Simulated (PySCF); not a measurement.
AlClBr2, SMILES [Al]([Br])([Br])[Cl].

Geometry: r2SCAN-D4/def2-SVP. The structure was generated by enumeration; whether it is a known compound was not checked.

Method: PySCF with PBE/def2-TZVP.

Isolated molecule, no solvent.

```
Property                                                                                                        Value
---------------------------------------------------------------------------------------------  ----------------------
total energy                                                                                      -5850.07388 hartree
point group                                                                                                       C2v
highest occupied level                                                                                       -7.49 eV
lowest empty level                                                                                           -2.35 eV
orbital gap                                                                                                   5.14 eV
dipole moment                                                                                                  0.23 D
quadrupole, principal values (traceless, Buckingham form, about the centre of nuclear charge)  -3.23, -1.22, 4.45 D·Å
mean static polarisability                                                                      76.0 bohr³ (11.26 Å³)
polarisability, principal values                                                               55.8, 81.7, 90.4 bohr³
```
